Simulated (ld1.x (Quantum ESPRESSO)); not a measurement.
Values are calculated unless marked as measured or tabulated.
Potentials for sulfur (S) compared

Generated with ld1.x 7.5 (TM, RRKJ, ultrasoft, PAW), atompaw 4.2 or ONCVPSP 4.0.1. The cutoff is in Ry: for ld1.x and atompaw files where the sum of valence levels is converged to 10 mRy in a Bessel basis, for ONCV files where the hardest occupied wave has 1 mHa per electron of residual kinetic energy. The error is the largest all-electron minus pseudo excitation energy over each file’s own four to seven test configurations (ionisations up to +4, promotions, holes and added fractions of an electron), all of which were solved. The labels leave out finer settings (local radius, basis sizes, second energies), which also bear on the numbers. Spin-polarised tests are not counted. The rows are a selection from randomly drawn settings: files with unsolved tests, undetermined cutoffs or missed reference levels are left out.

A true bound ghost makes a file unfit for plane-wave use even where its test errors are small: the radial tests pick states by their node count and pass the ghost by.

```tsv
potential	cutoff (Ry)	largest error (meV)	bound ghosts
TM, PBEsol, scalar-relativistic, rc 1.35/1.45 (sp), local p, core correction no, reference 3s2 3p4	40	+78	none
TM, LDA (PZ), non-relativistic, rc 1.40/1.60/1.65 (spd), local smoothed, core correction yes, reference 3s2 3p4	35	+98	none
PAW, BP86, scalar-relativistic, rc 1.30/1.20/1.10 (spd), local d, core correction yes, reference 3s2 3p1	25	-23	p, s
TM, Wu–Cohen, non-relativistic, rc 1.15/1.45/1.20 (spd), local smoothed, core correction yes, reference 3s2 3p4	55	+141	none
```

Question: Fill in the row for S: TM, LDA (PZ), scalar-relativistic, rc 1.35/1.30/1.40 (spd), local s, core correction no, reference 3s2 3p4.

Answer: cutoff 50 Ry, largest error +122 meV, bound ghosts: none.

Question: Fill in the row for S: ultrasoft, Wu–Cohen, non-relativistic, rc 1.25/1.60/1.60 (spd), local smoothed, core correction no, reference 3s2 3p4.

Answer: cutoff 25 Ry, largest error +140 meV, bound ghosts: none.
